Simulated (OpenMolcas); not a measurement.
**What dynamic correlation does to the levels of Sr I**

| Property | Result |
| --- | --- |
| Program | OpenMolcas |
| Basis | ANO-RCC-VTZP [7s6p3d1f] |
| Scalar Hamiltonian | DKH2, point nucleus |
| Active space | 2 electrons in 8 orbitals (5s 5p 6s 6p) |
| State averaging | 2S+1 = 3 even, 3 roots; 2S+1 = 1 even, 6 roots; 2S+1 = 3 odd, 3 roots; 2S+1 = 1 odd, 3 roots |
| Spin-orbit coupling | RASSI with atomic mean-field integrals over the reference wave functions, term energies averaged over their components |

Methods on the same reference wave functions:
A. CASSCF
B. SS-CASPT2, IPEA 0.25 Eh, imaginary shift 0.1 Eh (closed shells correlated: 4s 4p)
C. XMS-CASPT2, IPEA 0.25 Eh, imaginary shift 0.1 Eh (closed shells correlated: 4s 4p)

Energies in eV above 5s² ¹S₀, the measured ground level; measured values from NIST Handbook of Basic Atomic Spectroscopic Data.

| Level | A | B | C | Measured |
| --- | --- | --- | --- | --- |
| 5s² ¹S₀ | 0.0000 | 0.0000 | 0.0000 | 0.0000 |
| 5s 5p ³P°₀ | 1.6477 | 1.732 | 1.759 | 1.7751 |
| 5s 5p ³P°₁ | 1.6651 | 1.750 | 1.777 | 1.7983 |
| 5s 5p ³P°₂ | 1.7006 | 1.785 | 1.812 | 1.8472 |
| 5s 5p ¹P°₁ | 3.4181 | 3.068 | 3.049 | 2.6903 |

Deviations, from unrounded energies. A percentage is the sum of absolute deviations over the sum of measured energies, with the sign that they share, or ± where signs differ.

```json
{"Against measurement": "mean absolute deviation (cm-1)", "Levels": "4", "A": "2300", "B": "1100", "C": "870"}
{"Against measurement": "other configurations (%)", "Levels": "4", "A": "±14.0", "B": "±6.5", "C": "±5.3"}
```

C lies closest to measurement on these levels and A furthest from it. The largest miss of C in the table is 5s 5p ¹P°₁, by +2900 cm-1. The ranking rests on the paired levels alone, and a cruder setting can come out closer through cancelling errors.

Between B and C the level of the table that moves most is 5s 5p ³P°₀, by 220 cm-1 (lowest in B, highest in C). Moves below CASPT2's spread within the term are not significant.

The lowest spin-free term lies below A's lowest term by 0.193 hartree in B, 0.195 hartree in C.

Active for correlation alone: 6p 6s; no level in the range computed is led by a configuration that fills them, so any true level of that kind is missing. Without dynamic correlation excited terms often stand tens of per cent too high (terms of higher spin than the ground term too low), and those without a measured partner can miss by more than the paired ones (holds for A). Measured partners are found by configuration, term and J. A level has none where our copy of the source lacks it or the pairing is in doubt (some pairs that miss far off the trend of their configuration count as doubtful), and it then counts in no deviation. Only configurations of the active space appear. The table leaves out levels that lie high or whose names do not pair safely across all columns.

° marks odd parity.
